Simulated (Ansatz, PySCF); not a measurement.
Al(Cl)2(NHMe) (CH₄AlCl₂N), SMILES C[NH][Al]([Cl])[Cl]. Atoms are numbered in the order given.

```xyz
9

Al     0.0877     0.1565     0.0000
Cl     0.8213     2.1216     0.0000
Cl    -1.9798    -0.2064     0.0000
N      1.2091    -1.1994     0.0000
C      0.9109    -2.6237     0.0000
H      2.2082    -1.0085     0.0000
H      1.3148    -3.1375    -0.8918
H      1.3148    -3.1375     0.8918
H     -0.1786    -2.7801     0.0000
```
Charge 0, spin multiplicity 1.

The structure is a stationary point at B3LYP-D3(BJ)/def2-SVP. The structure was generated by enumeration; whether it is a known compound was not checked. One conformer was computed; it need not be the lowest.

Two levels are set side by side: PBE-D3(BJ)/def2-SVP (Ansatz, a program for electronic structure) and B3LYP-D3(BJ)/def2-SVP (Ansatz). Each level has its own optimised geometry; the coordinates shown are those of the second. Frequencies come from the Hessian of PySCF at each geometry. Differences are taken from unrounded values.

```csv
quantity,B3LYP-D3(BJ),PBE-D3(BJ),PBE-D3(BJ) minus B3LYP-D3(BJ)
mean bond length (Å),1.468,1.475,0.007
bond Al1–Cl2 (Å),2.098,2.105,0.007
bond Al1–Cl3 (Å),2.099,2.107,0.008
bond Al1–N4 (Å),1.759,1.771,0.012
bond N4–C5 (Å),1.455,1.455,0.000
bond N4–H6 (Å),1.017,1.024,0.007
bond C5–H7 (Å),1.106,1.114,0.008
bond C5–H8 (Å),1.106,1.114,0.008
bond C5–H9 (Å),1.101,1.109,0.008
highest harmonic wavenumber (cm⁻¹),3573,3500,-72
mean harmonic wavenumber (cm⁻¹),1205,1174,-31
zero-point energy (kcal/mol),36.16,35.23,-0.93
```

GGA bonds tend to be longer and softer than those of functionals with exact exchange. Differences between two approximate levels are no errors against the true value.
